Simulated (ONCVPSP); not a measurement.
# Cutoff test, titanium (Ti), ONCV

```json
{"Element": "Ti (Z = 22)", "Generator": "ONCVPSP 4.0.1", "Type": "optimised norm-conserving Vanderbilt (ONCV)", "Functional": "PBE", "Relativity": "scalar-relativistic", "Frozen core": "[Ne]", "Valence charge": "12", "Reference configuration": "3s2 3p6 3d2 4s1.75 4p0.25", "Partial waves": "3s+4s: rc 1.75 bohr, ncon 4, nbas 8, qcut 5.7 1/bohr, 2 projectors; 3p+4p: rc 1.55 bohr, ncon 4, nbas 9, qcut 9 1/bohr, 2 projectors; 3d: rc 2.10 bohr, ncon 4, nbas 9, qcut 6.4 1/bohr, 2 projectors, debl 3 Ha", "Local potential": "polynomial inside 1.00 bohr (lpopt 5, dvloc0 -1 Ha)", "Core correction": "Teter function, fcfact 3.25, rcfact 1.4"}
```

Task: For each optimised wave give the share of its norm inside rc, the residual kinetic energy above qcut (Ha) and the cutoffs (Ha) for errors of 10, 1, 0.1 and 0.01 mHa per electron.

Result:

```
         wave  norm inside rc  residual KE  10 mHa  1 mHa  0.1 mHa  0.01 mHa
           3s           0.958      3.4e-05     5.5    7.4     13.9      45.9
           4s           0.054      4.2e-05     4.2    6.5     14.3      32.4
           3p           0.860      2.7e-09    15.7   20.8     25.3      29.4
           4p           0.020      3.9e-09     9.0   14.6     19.6      24.1
           3d           0.770      9.7e-05    15.0   17.8     20.8      66.2
d projector 2           0.179      2.9e-03    18.4   30.8     84.6      97.8
```

The occupied waves need 21 Ha and 25 Ha for 1 and 0.1 mHa.
